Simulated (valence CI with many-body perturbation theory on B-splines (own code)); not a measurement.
# Nb18+: magnetic and hyperfine properties of the levels

Computed by configuration interaction combined with many-body perturbation theory (CI+MBPT): five valence electrons over a frozen Dirac-Fock core [Ar], radial functions for each j: 7 s, 7 p, 8 d, 6 f, 4 g, 1 h, with the one-electron correlation potential Σ1, the two-electron term Σ2, the three-electron term Σ3, Breit, model QED; selected CI, second order for the rest, scaled by the run's own slope (own B-spline code, finite nucleus).

No measured levels were compared; by estimate terms of the open shell hold to 2 to 4 % of their energy, and close levels can change places. Only levels of the ground parity were solved; by the run's estimate the other parity begins above the list, which can be wrong where configurations are misplaced.

A/g_I is the dipole constant over the nuclear g factor μ/I (μ in nuclear magnetons, uniformly magnetised nucleus), B/Q the quadrupole constant per barn. Both hold the static response of the core; the bare values leave it out. Large factors of s and p1/2 electrons are usually good to 5 to 10 %; those of open d and f shells near neutrality can be off by tens of per cent, and small factors of p3/2, d and f electrons come from cancelling terms and can be off by a factor of two or in sign, in half-filled shells by more. B is blank for J = 1/2, where it vanishes, and for nearly pure S terms. Energies count from the lowest level.

Names give the largest LS component (configuration and term), which can be under half, so a name can repeat, a term be missing and a line seem to break the LS rules; names also repeat where a configuration has a term twice. Letters in brackets count levels of one name in rising energy.

| Level | E (cm⁻¹) | g | A/g_I (MHz) | A/g_I bare | B/Q (MHz/b) | B/Q bare |
| --- | --- | --- | --- | --- | --- | --- |
| 3d5 6S_5/2 | 0 | 1.976 | -561 | 89.5 |  |  |
| 3d5 4G_5/2 [a] | 84511 | 0.965 | 4860 | 4880 | 4810 | 4940 |
| 3d5 4G_7/2 | 93267 | 1.024 | 4940 | 5000 | 2960 | 3050 |
| 3d5 4G_11/2 | 94061 | 1.254 | 4840 | 5030 | -99.9 | -99.2 |
| 3d5 4G_9/2 | 96436 | 1.169 | 4620 | 4770 | 2200 | 2260 |
| 3d5 4G_5/2 [b] | 96492 | 1.114 | 3780 | 3890 | 2720 | 2800 |
| 3d5 4P_3/2 | 98340 | 1.472 | 3990 | 4320 | 4180 | 4290 |
| 3d5 4P_1/2 | 105360 | 2.019 | -2360 | -1670 |  |  |
| 3d5 4D_7/2 | 115120 | 1.372 | 3000 | 3270 | 2090 | 2140 |
| 3d5 4D_5/2 | 123730 | 1.357 | 4100 | 4360 | -1640 | -1690 |
| 3d5 4D_1/2 | 125260 | 0.623 | 10400 | 10200 |  |  |
| 3d5 4D_3/2 | 128500 | 1.367 | 4720 | 4980 | -2040 | -2090 |
| 3d5 2I_11/2 | 134420 | 0.960 | 5860 | 5870 | 658 | 676 |
| 3d5 2I_13/2 | 141630 | 1.075 | 5700 | 5780 | -23.1 | -20.4 |
| 3d5 2F_5/2 [a] | 146540 | 1.098 | 4180 | 4280 | 1670 | 1720 |
| 3d5 2D_3/2 [a] | 147580 | 0.681 | 8620 | 8450 | -594 | -607 |
| 3d5 2F_7/2 [a] | 147810 | 1.132 | 5750 | 5870 | -4950 | -5080 |
| 3d5 4F_9/2 | 150840 | 1.189 | 4530 | 4690 | 48.3 | 40.1 |
| 3d5 4F_5/2 | 161780 | 1.021 | 5610 | 5650 | -5110 | -5240 |
| 3d5 2H_9/2 | 167840 | 1.078 | 5350 | 5430 | 1390 | 1420 |
| 3d5 2F_7/2 [b] | 170850 | 1.164 | 4600 | 4740 | -1030 | -1050 |
| 3d5 4F_3/2 | 173980 | 0.598 | 8870 | 8650 | -1080 | -1100 |
| 3d5 2G_7/2 [a] | 177520 | 0.964 | 6800 | 6810 | -3670 | -3770 |
| 3d5 2F_5/2 [b] | 183260 | 0.953 | 4710 | 4720 | 3520 | 3630 |
| 3d5 2H_11/2 | 185170 | 1.067 | 5570 | 5650 | -613 | -626 |
| 3d5 2G_9/2 [a] | 191720 | 1.081 | 5190 | 5280 | -664 | -686 |
| 3d5 2F_7/2 [c] | 192610 | 1.144 | 5430 | 5550 | 574 | 597 |
| 3d5 2F_5/2 [c] | 197530 | 1.023 | 5290 | 5340 | -2970 | -3040 |
| 3d5 2S_1/2 | 203120 | 1.979 | -931 | -280 |  |  |
| 3d5 2D_3/2 [b] | 226300 | 0.806 | 6830 | 6740 | -2100 | -2160 |
| 3d5 2D_5/2 [a] | 234420 | 1.161 | 4620 | 4750 | -1290 | -1330 |
| 3d5 2G_9/2 [b] | 251910 | 1.109 | 5100 | 5200 | -2960 | -3030 |
| 3d5 2G_7/2 [b] | 255530 | 0.899 | 6780 | 6750 | 3970 | 4090 |
| 3d5 2P_3/2 | 298310 | 1.270 | 4780 | 4980 | -4830 | -4970 |
| 3d5 2P_1/2 | 305440 | 0.705 | 623 | 490 |  |  |
| 3d5 2D_5/2 [b] | 330180 | 1.197 | 3980 | 4140 | -1810 | -1860 |
| 3d5 2D_3/2 [c] | 335650 | 0.856 | 9030 | 8970 | 6470 | 6640 |

Task: Take the isotope of mass number 93, with I = 9/2, μ = 6.163 μN and Q = -0.32 b. What is the hyperfine structure of 3d5 4G_5/2 [b]?

Result: From the table A = 5170 MHz, B = -871 MHz. Shifts from the centre of gravity in MHz: F = 2: -71500, F = 3: -55700, F = 4: -34800, F = 5: -8790, F = 6: 22200, F = 7: 57900.
